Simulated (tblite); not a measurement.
Compound: C₂H₁₄N₂SSi₃.
Cartesian coordinates in Å at the GFN2-xTB level; atoms count from 1:
```xyz
22
C2H14N2SSi3 angstrom
C     -2.024   -1.697   -0.549
N     -0.779   -1.221    0.003
Si     0.103    0.111   -0.632
C      1.473    0.444    0.671
Si     2.380   -1.030    1.429
S      2.791   -2.525   -0.073
Si    -1.251    1.937   -0.997
N     -1.539    2.725    0.510
H     -1.874   -2.382   -1.391
H     -2.604   -0.847   -0.901
H     -2.600   -2.217    0.219
H     -0.245   -1.985    0.395
H      0.843   -0.217   -1.883
H      1.047    1.014    1.495
H      2.204    1.104    0.203
H      3.671   -0.636    1.995
H      1.592   -1.767    2.409
H      3.008   -1.684   -1.072
H     -2.605    1.657   -1.491
H     -0.660    2.832   -2.016
H     -2.173    3.508    0.540
H     -0.768    2.895    1.135
```

Calculated harmonic vibrations of the isolated species, GFN2-xTB (tblite), most abundant isotopes, no scaling. Against measured fundamentals such values can be off by several per cent, at times by over 20. Modes of hydrogen on silicon and sulfur can be 10 to 20 % off. One conformer, not necessarily the lowest. The optimisation stopped once no atom felt more than 0.01 eV/Å.

Lowest wavenumbers of the output (negative numbers stand for imaginary wavenumbers):
```
mode    cm-1
  1     -35.7
  2      23.4
  3      46.9
  4      76.2
  5      85.9
  6      98.3
  7     104.1
  8     126.8
```

Q: Is this structure a minimum?

A: Not by this Hessian. 1 mode is imaginary beyond 20i (36i cm⁻¹), so at this level the point lies at or near a first-order saddle. The curvature is small, so loose convergence or finite differences may be the whole cause.

Q: Which atoms move in the imaginary mode?

A: 36i: N8 (silicon-bound nitrogen) 44 %, H22 (N–H hydrogen) 10 %. These are shares of the mass-weighted motion.

Q: What is the remedy?

A: Step along that mode in both directions, optimise again with tighter thresholds and repeat the frequencies. The zero-point energy of this point (97.9 kcal/mol) counts the 59 real modes alone, and thermal corrections from it aren't those of a minimum.

Time: 1.3 s. Hardware: Arm Neoverse V2, one thread, on a shared host. The figure is for the frequency step alone.
